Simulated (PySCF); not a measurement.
**Correlation energy of Pb⁴⁴⁺ (lead, charge +44)**

[Kr] 4d2, high-spin 3F determinant. Calculation: PySCF 2.14, in an uncontracted even-tempered set (17 s from 5.2 bohr⁻², ratio 2.5; 12 p from 6.7 bohr⁻², ratio 2.5; 8 d from 6.7 bohr⁻², ratio 2.5; 4 f from 27 bohr⁻², ratio 2.7; 3 g from 41 bohr⁻², ratio 2.7); the non-relativistic Hamiltonian (point nucleus). Frozen: [Ar] 3d10; 10 electrons correlated; the 29 highest virtual orbitals of each spin left out.

MP2 pair energies summed by pair of shells (mhartree):

| pair | energy | share (%) |
| --- | --- | --- |
| 4p-4p | -186.90 | 58.8 |
| 4p-4d | -78.26 | 24.6 |
| 4s-4p | -29.38 | 9.2 |
| 4s-4d | -11.67 | 3.7 |
| 4s-4s | -8.60 | 2.7 |
| 4d-4d | -2.87 | 0.9 |

Total MP2 correlation energy: -317.68 mhartree.

At this charge a non-relativistic calculation is a model, useful for the Z dependence of the correlation energy.

Spin-orbit coupling is strong in this species, so the high-spin LS determinant is a model state.
